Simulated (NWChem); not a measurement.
All runs are NWChem calculations. System: F2Ga, charge 1, spin multiplicity 1, at the geometry of a parent with another charge or spin, in a state set for the comparison that need not be this species' ground state. Level: B3LYP/x2c-SVPall-2c, spin-orbit ZORA, VWN1-RPA local correlation.

Input file:

```
start mol
memory heap 200 mb stack 900 mb global 1100 mb
charge 1
geometry units angstroms nocenter noautoz noautosym
  Ga     0.000000     0.000000     0.338134
  F      1.507309     0.000000    -0.582342
  F     -1.507309     0.000000    -0.582342
end
basis spherical
  * library x2c-svpall-2c
end
relativistic
  zora on
end
dft
  xc b3lyp
  semidirect memsize 60000000 filesize 0
  iterations 100
  grid fine
end
task sodft energy
```

Part of the output:

```
             Northwest Computational Chemistry Package (NWChem) 7.3.0
             --------------------------------------------------------

                                NWChem Input Module
                                -------------------

 Scaling coordinates for geometry "geometry" by  1.889725989
 (inverse scale =  0.529177249)

                             Geometry "geometry" -> ""
                             -------------------------

 Output coordinates in angstroms (scale by  1.889725989 to convert to a.u.)

  No.       Tag          Charge          X              Y              Z
 ---- ---------------- ---------- -------------- -------------- --------------
    1 Ga                  31.0000     0.00000000     0.00000000     0.33813400
    2 F                    9.0000     1.50730900     0.00000000    -0.58234200
    3 F                    9.0000    -1.50730900     0.00000000    -0.58234200

 Effective nuclear repulsion energy (a.u.)     181.4083196182

            Nuclear Dipole moment (a.u.)
            ----------------------------
        X                 Y               Z
 ---------------- ---------------- ----------------
     0.0000000000     0.0000000000    -0.0000037795


 Summary of "ao basis" -> "" (spherical)
 ------------------------------------------------------------------------------
       Tag                 Description            Shells   Functions and Types
 ---------------- ------------------------------  ------  ---------------------
 *                       x2c-svpall-2c                on all atoms

                                 NWChem DFT Module
                                 -----------------

 Summary of "ao basis" -> "ao basis" (spherical)
 ------------------------------------------------------------------------------
       Tag                 Description            Shells   Functions and Types
 ---------------- ------------------------------  ------  ---------------------
 Ga                      x2c-svpall-2c              14       38   5s6p3d
 F                       x2c-svpall-2c               6       14   3s2p1d

 Summary of "ao basis" -> "ao basis" (spherical)
[...]
    17    -0.326580  -0.000000  1 Ga pz                58     0.238962   0.000000  3 F  pz
    44     0.238956  -0.000000  2 F  pz                 5    -0.223358   0.000000  1 Ga s
    56     0.171484   0.000000  3 F  px                42    -0.171481   0.000000  2 F  px
    61     0.168494   0.000000  3 F  pz                47     0.168489  -0.000000  2 F  pz

 Vector   51  Occ=0.000000D+00  E=-3.197629D-01
              MO Center= -2.4D-10, -1.7D-08, -1.2D-04, r^2= 7.5D-04
  Bfn.         Coefficient        Function           Bfn.         Coefficient        Function
  ----     -------------------  ------------         ----     -------------------  ------------
    82    -0.000000  -0.632981  1 Ga py                85    -0.000000  -0.515786  1 Ga py
    76     0.000000   0.269622  1 Ga py               123     0.000000   0.175043  3 F  py
   109     0.000000   0.175041  2 F  py               126     0.000000   0.136323  3 F  py
   112     0.000000   0.136320  2 F  py                73    -0.000000  -0.103375  1 Ga py
   101    -0.000000  -0.087647  1 Ga d -1              91     0.000000   0.041024  1 Ga d -1

   alpha - beta orbital overlaps
   -----------------------------

   alpha      1      2      3      4      5      6      7      8      9     10
    beta      1      2      3      4      4      6      7      8      9     10
 overlap   1.130  1.342  1.311  0.466  0.032  0.607  0.603  0.604  1.148  1.134

   alpha     11     12     13     14     15     16     17     18     19     20
    beta     11      6      7      8     56     43     42     42     43     44
 overlap   1.135  0.215  0.215  0.215  0.083  0.069  0.050  0.017  0.040  0.033

   alpha     21     22     23     24     25     26     27     28     29     30
    beta      9     10     11     24     25     26     27     28     24     25
 overlap   0.013  0.011  0.011  0.709  0.706  0.706  0.712  0.703  0.245  0.245

   alpha     31     32     33     34     35     36     37     38     39     40
    beta     26     27     28     43     25     26     27     28     39     40
 overlap   0.245  0.245  0.244  0.034  0.031  0.030  0.029  0.030  1.078  0.404

   alpha     41     42     43     44     45     46     47     48     49     50
    beta     40     42     43     44     42     43     44     43     43     44
 overlap   0.288  0.387  0.439  0.384  0.240  0.288  0.246  0.009  0.006  0.006

   alpha     51     52     53     54     55     56     57     58     59     60
    beta     44     42     53     54     54     56     57     58     56     57
 overlap   0.007  0.008  1.078  0.404  0.288  0.387  0.439  0.384  0.240  0.288

   alpha     61     62     63     64     65     66
    beta     58     57     57     58     58     56
 overlap   0.246  0.009  0.006  0.006  0.007  0.008

     --------------------------
     Expectation value of S2:
     --------------------------
      <S2> =      0.0010 (Exact =     0.0000)

     Multipole analysis of the density
     ---------------------------------

     L   x y z        total         alpha         beta         nuclear
     -   - - -        -----         -----         ----         -------
     0   0 0 0      1.000000    -24.000000    -24.000000     49.000000

     1   1 0 0     -0.000075     -0.000038     -0.000038      0.000000
     1   0 1 0     -0.000000     -0.000000     -0.000000      0.000000
     1   0 0 1      1.724596      0.862300      0.862300     -0.000004

     2   2 0 0    -18.130331    -82.085659    -82.085659    146.040988
     2   1 1 0      0.000000      0.000000      0.000000      0.000000
     2   1 0 1      0.000143      0.000071      0.000071      0.000000
     2   0 2 0    -14.227055     -7.113528     -7.113528      0.000000
     2   0 1 1      0.000000      0.000000      0.000000      0.000000
     2   0 0 2    -13.346627    -23.901149    -23.901149     34.455672

 Task  times  cpu:        4.3s     wall:        4.3s

 Total times  cpu:        4.4s     wall:        4.4s
```
